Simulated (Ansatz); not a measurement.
Relaxation of BClH$_{6}$N$_{2}$S (11 atoms, charge 0, multiplicity 1), to a largest force component of 0.03 eV/Å in at most 50 steps.

Level of theory: RKS B3LYP/6-31G* in Ansatz.

```xyz
11
Properties=species:S:1:pos:R:3
B 0.031 -0.188 0.170
N 0.016 -0.352 1.651
H -0.775 -0.816 2.077
H 0.882 -0.526 2.145
N 1.205 -0.036 -0.585
H 2.109 0.108 -0.158
H 1.168 0.246 -1.555
Cl -1.553 -0.351 -0.679
S -0.505 2.846 0.620
H -1.785 2.507 0.364
H -0.372 1.872 1.586
```

Where does it end, and by what steps?

The forces met the threshold. After 16 steps the energy has fallen by 0.317 eV; S9 moved furthest, 1.22 Å.

```tsv
step	energy less start (eV)	largest force component (eV/Å)	accepted
0	0.0000	1.822	yes
1	-0.1661	1.055	yes
2	-0.2334	0.804	yes
3	-0.2580	0.490	yes
4	-0.2832	0.202	yes
5	-0.2925	0.125	yes
6	-0.3035	0.091	yes
7	-0.3046	0.190	yes
8	-0.2923	0.718	no
9	-0.3070	0.103	yes
10	-0.3109	0.117	yes
11	-0.3123	0.155	yes
12	-0.3138	0.121	yes
13	-0.3153	0.082	yes
14	-0.3160	0.062	yes
15	-0.3163	0.054	yes
16	-0.3166	0.019	yes
```

```xyz
11
Properties=species:S:1:pos:R:3
B 0.145 -0.509 0.037
N 0.015 -0.237 1.426
H -0.797 -0.557 1.933
H 0.826 -0.112 2.019
N 1.330 -0.343 -0.700
H 2.191 0.004 -0.302
H 1.363 -0.483 -1.698
Cl -1.335 -1.061 -0.843
S -0.942 3.303 1.668
H -1.757 3.309 0.593
H -0.618 1.995 1.502
```

Whether the end is a true minimum wasn't checked by a vibrational analysis.

The run took 43 s on 2 threads of AMD EPYC 7B13 (Zen 3) (shared host), peak memory 0.23 GiB.
